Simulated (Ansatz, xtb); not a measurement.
## Ranking isomers of CHAlFO

4 gas-phase structures of CHAlFO, found in a search over its isomers (lower ones may exist). Each was relaxed with GFN2-xTB; where two conformers were screened, the lower at r2SCAN-D4/def2-SVP is listed:

A. a doublet given by its coordinates
B. `O=[CH][Al][F]`, a doublet
C. `O=[C][AlH][F]`, a doublet
D. `[F][Al]1[CH][O]1`, a doublet

A (Å):

```xyz
5

C    -1.2420    0.4663   -0.4196
Al   -3.0817   -0.2388   -0.0161
F    -4.3691    0.3857   -0.8278
O    -1.5191   -0.4692   -1.1352
H    -3.2336   -1.5490    0.7084
```

Close contacts (Å): C1–Al2 2.01, C1–O4 1.21, Al2–F3 1.65, Al2–O4 1.94, Al2–H5 1.50.

Problem. Estimate their order in r2SCAN-D4/def2-SVP energy at these geometries, lowest first.

Solution. Calculated order at r2SCAN-D4/def2-SVP: C (0.0), A (2.9), D (8.1), B (14.6) kcal/mol.

Energies above the lowest of each column, in kcal/mol; the last columns are at B3LYP-D3(BJ)/def2-SVP geometries (a dash: not run or not comparable):

| structure | GFN2-xTB | HF/STO-3G | r2SCAN-D4/def2-SVP | B3LYP-D3(BJ)/def2-SVP | CCSD(T)/def2-SVP + ΔMP2/def2-TZVPP |
| --- | --- | --- | --- | --- | --- |
| C | 0.0 | 0.0 | 0.0 | 0.0 | 0.0 |
| A | 6.3 | 3.7 | 2.9 | 12.6 | 9.8 |
| D | 14.7 | 35.0 | 8.1 | 15.4 | – |
| B | 16.0 | 43.8 | 14.6 | 13.0 | 14.8 |

Every level run on C puts it lowest or level with the lowest. Flexible structures stand in one conformer each, not always the lowest. Frequencies (B3LYP-D3(BJ)/def2-SVP) were run for A, B, C alone. Open shells are spin-unrestricted, some with notable spin contamination. ΔMP2 is the change of the MP2 energy from the smaller to the larger basis.

Over these structures GFN2-xTB departs from r2SCAN-D4/def2-SVP by 2.1 kcal/mol on average once a common shift is removed. A GFN2-xTB relaxation took about 0.058 s and the r2SCAN-D4/def2-SVP energy about 3 s on a shared host (Ansatz 0.2.0, xtb 6.7.1).
